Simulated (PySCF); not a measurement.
Isomers of C6H7N3S, from PBE0-D3(BJ)/def2-SVP geometry optimisation, gas phase (PySCF). One conformer each, no zero-point energy, no frequencies.

Question: Which isomer lies lower at this level?
A. `CN(C)c1cnc(C#N)s1`: A = 3270, B = 693.8, C = 577.2 MHz, dipole 8.23 D
B. `[CH2:1]=[CH:2][c:3]1[cH:4][c:5]([S:6][CH3:7])[n:8][n:9][n:10]1` with C1–C2–C3–C4 180°, C4–C5–S6–C7 180°: A = 3430, B = 640.7, C = 541.7 MHz, dipole 3.38 D

Answer: A. That is `N(C)(C)c1sc(C#N)nc1`, 31.8 kcal/mol below the other.

| SMILES | mapped SMILES | E (Eh) | relative (kcal/mol) | relative (kJ/mol) | dipole (D) |
| --- | --- | --- | --- | --- | --- |
| CN(C)c1cnc(C#N)s1 | [CH3:1][N:2]([CH3:3])[c:4]1[cH:5][n:6][c:7]([C:8]#[N:9])[s:10]1 | -794.26308 | 0.0 | 0.0 | 8.23 |
| C=Cc1cc(SC)nnn1 | [CH2:1]=[CH:2][c:3]1[cH:4][c:5]([S:6][CH3:7])[n:8][n:9][n:10]1 | -794.21235 | 31.8 | 133.2 | 3.38 |

As drawn, the lower has a C≡N group, which the higher lacks; the higher has an N–N linkage and a C=C bond outside aromatic rings, which the lower lacks.
